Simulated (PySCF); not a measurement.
B3LYP has the VWN-RPA correlation part, as in Gaussian. Delta-SCF ions had no search for a lower state. Excitations are Tamm–Dancoff values on a coarser integration grid. The basis has no diffuse functions, so Rydberg states are missing or too high.

**Cl4Ge, SMILES `[Cl][Ge]([Cl])([Cl])[Cl]` (charge 0, multiplicity 1)**

Calculation: B3LYP-D3(BJ)/def2-TZVP in PySCF.

| Property | Value |
|---|---|
| HOMO | -9.36 eV |
| dipole moment | 0.000 e·Å |
| HOMO–LUMO gap | 6.58 eV |
| LUMO | -2.78 eV |
| S1 excitation (TDA) | 5.49 eV |
| S1 oscillator strength | 0.000 |
| brightest of the four lowest singlets (TDA) | 6.18 eV |
| vertical ionisation energy (Delta-SCF) | 11.46 eV |
| total energy | -3918.1496 Ha |
| cost | around 2.5 core-minutes (rough) |

```xyz
5

Cl    -1.2731    -1.6037    -0.6012
Ge    -0.0002    -0.0003     0.0001
Cl     1.8436    -0.1170    -1.0671
Cl    -0.9510     1.8614    -0.4266
Cl     0.3807    -0.1405     2.0948
```
Charge 0, spin multiplicity 1.
